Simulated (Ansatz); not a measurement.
Reaction (ligand exchange at the Sn–C bond): `N#[C][SnH]([F])[F]` + silanol → `[F][SnH]([F])[O][SiH3]` + `C#N`

Calculated with Ansatz (gas phase, PBE0-D4/def2-TZVP geometries, no zero-point term in ΔE). CCSD(T)/CBS is the MP2 limit (def2-TZVPP, def2-QZVPP) plus CCSD(T) − MP2 in def2-TZVPP, frozen cores. This one scheme is used for every species. def2 core potentials past Kr. For Sn outer-core shells are correlated without core-valence functions, which leaves a few kJ/mol of doubt a bond. Each species was taken in one conformer, which may not be the lowest.

`N#[C][SnH]([F])[F]`:

```xyz
6

N     0.466    1.530    2.119
C     0.258    0.868    1.200
Sn   -0.219   -0.301   -0.462
F     0.341   -2.058   -0.027
F     0.968    0.250   -1.831
H    -1.813   -0.289   -1.000
```

`O[SiH3]`:

```xyz
6

O     0.186    0.490   -1.169
Si   -0.168   -0.018    0.357
H     0.848    0.003   -1.661
H    -0.688   -1.413    0.366
H    -1.206    0.908    0.864
H     1.028    0.030    1.243
```

`[F][SnH]([F])[O][SiH3]`:

```xyz
9

F     0.639   -2.351    0.884
Sn   -0.248   -1.542   -0.589
F    -2.073   -1.514   -0.062
O     0.331    0.284   -0.634
Si    0.335    1.580    0.382
H    -0.005   -2.384   -2.024
H    -0.225    1.210    1.709
H     1.732    2.052    0.549
H    -0.485    2.664   -0.215
```

`C#N`:

Z-matrix (Å, degrees):
```
C
N 1 1.146
H 1 1.069 2 180.0
```

```tsv
species	CCSD(T)/CBS(def2) energy (Eh)
`N#[C][SnH]([F])[F]`	-507.00240
`O[SiH3]`	-366.69042
`[F][SnH]([F])[O][SiH3]`	-780.38706
`C#N`	-93.32098
```

Work out ΔE.

ΔE = (-780.38706) + (-93.32098) − (-507.00240) − (-366.69042) = -0.01522 Eh = -0.41 eV.

What do rigid-rotor, harmonic-oscillator terms from PBE0-D4/def2-TZVP frequencies (298.15 K, 1 bar) make of the CCSD(T)/CBS value? (Best estimate.)

The calculation gave: ΔZPE = -0.01 eV, ΔH = -0.42 eV, ΔS = -2 J/(mol·K), ΔG = -0.41 eV. Modes under 50 cm⁻¹ make the entropy rough.

Largest T1 diagnostic among the species: 0.015.

Leaving LDA and LC-ωPBE aside and taking each functional with its dispersion term where it has one, the values, not all of them listed here, spread over 0.10 eV, from BHLYP-D4 to revPBE-D4. In def2-TZVPP, CCSD(T) changes the Hartree–Fock value by +0.06 eV (the triples alone add +0.01 eV) and MP2 by +0.05 eV. The D4 term adds −0.04 eV with B3LYP and −0.03 eV with PBE0; it sums over pairs of atoms, weighted by their polarisabilities, and B3LYP, whose exchange is more repulsive, gets the larger term.

B3LYP here is the variant with VWN-RPA as its local correlation; programs differ in this.
